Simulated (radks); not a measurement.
Values are calculated unless marked as measured or tabulated.
Task: The mean radii <r> (bohr) of the occupied orbitals of an atom or ion are listed with their occupations. Level of theory: Dirac Kohn-Sham, LDA (Slater exchange, Perdew-Wang correlation), spin-unpolarised, spherical densities, point nucleus (a radial shooting solver on a logarithmic mesh with Libxc functionals).

orbital     occ.      <r>
1s1/2          2  0.02075
2s1/2          2  0.08758
2p1/2          2  0.07292
2p3/2          4  0.08009
3s1/2          2   0.2296
3p1/2          2   0.2193
3p3/2          4   0.2328
3d3/2          4   0.2054
3d5/2          6   0.2096
4s1/2          2   0.5193
4p1/2          2   0.5290
4p3/2          4   0.5605
4d3/2          4   0.5914
4d5/2          6   0.6027
5s1/2          2    1.292
5p1/2          2    1.474
5p3/2          4    1.595
4f5/2    5.14286   0.9223
4f7/2    6.85714   0.9752

Name the element and its charge. Open shells, if any, are shared by 2j + 1.

Result: Z = 67, holmium, charge +1: Ho+ in [Xe] 4f12. The 1s radius gives Z: for a bare nucleus <r> = (2 gamma + 1)/(2Z) with gamma = sqrt(1 - (Z/c)^2), 0.02048 bohr for Z = 67, and screening makes it slightly larger (0.02075 here). The occupations add up to 66, and the charge is Z minus that.
